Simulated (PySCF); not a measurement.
# Tc(2+): ionisation energy

Tc(2+) [Kr] 4d5 (6S) → Tc(3+) [Kr] 4d4 (5D), as a difference of total energies. Computed with PySCF 2.14 in aug-cc-pVDZ-PP with ECP28MDF, with a scalar-relativistic core potential. Correlated levels: valence: 4s2 4p6 frozen. The calculations carry no spin-orbit coupling.

| method | ionisation energy (eV) | difference from reference (eV) |
| --- | --- | --- |
| UHF | 28.862 | -0.688 |
| M06-2X | 29.750 | +0.200 |
| TPSS | 29.635 | +0.085 |
| MP2 (valence) | 29.389 | -0.161 |
| SCS-MP2 (valence) | 29.038 | -0.512 |

Reference: 29.55 eV (semi-empirical (NIST evaluation); NIST Atomic Spectra Database, ionization energies).

The reference lies between the lowest fine-structure levels, while these numbers refer to the centres of the terms.

Errors of the correlated levels include the incompleteness of this basis and the frozen core.
